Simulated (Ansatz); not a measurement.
The same path of CH$_{4}$AlNO (8 atoms, charge 0, multiplicity 1) was run twice with different band settings. Lost on the way: O3–H6. Made: N1–H6.

Level of theory: RKS PBE-D4/STO-3G (Ansatz 0.2.0).

Relaxed end points:

```xyz
8
Properties=species:S:1:pos:R:3
N 0.396 1.379 -0.830
C 0.316 0.360 0.045
O 1.226 0.492 1.130
Al -0.786 -1.229 0.108
H -0.337 1.163 -1.598
H 1.687 1.396 0.874
H -1.770 -1.398 -1.026
H -0.641 -2.219 1.240
```

```xyz
8
Properties=species:S:1:pos:R:3
N 0.802 0.998 -0.650
C 0.408 0.226 0.560
O 0.960 0.507 1.670
Al -0.788 -1.267 0.127
H -0.011 1.175 -1.307
H 1.241 1.934 -0.408
H -1.901 -1.033 -0.876
H -0.619 -2.597 0.828
```

Common settings: spring 5.0 eV/Å²; optimiser quadratic models (default); start path through a guess of the saddle point; force threshold 0.03 eV/Å; iteration limit 60; end points relaxed.

| run | movable images | climbing image |
| --- | --- | --- |
| 1 | 7 | yes |
| 2 | 4 | no |

Question: What does each run give, and how far can it be trusted?

Answer: Run 1: converged after 18 iterations, highest image 0.943 eV above the first end. A vibrational analysis at the climbing image gives one clearly imaginary mode, 1321i cm⁻¹: a first-order saddle point.
Run 2: converged after 17 iterations, highest image 0.679 eV above the first end. No image climbed, so the highest image needn't sit at the top of the path.
The orbitals stay closed-shell, which can raise the energy where a bond breaks towards radicals; this wasn't checked here. Limits of this set-up: minimal basis.
